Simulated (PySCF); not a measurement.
# Radial density of Li+ (lithium, charge +1)

UHF, 1s2, closed-shell 1S. All numbers are calculated (PySCF 2.14, scalar relativity by spin-free X2C-1e, in cc-pVTZ-DK).

```csv
r (bohr),4πr²ρ (e/bohr)
0.00985,0.01588
0.0166,0.04291
0.0279,0.1133
0.0469,0.2858
0.0788,0.6691
0.133,1.381
0.223,2.323
0.375,2.812
0.631,2.016
1.06,0.6231
1.78,0.04818
3.00,0.0003332
```

Densities and radii are taken from the X2C orbitals without a picture-change correction, which distorts them close to the nucleus.
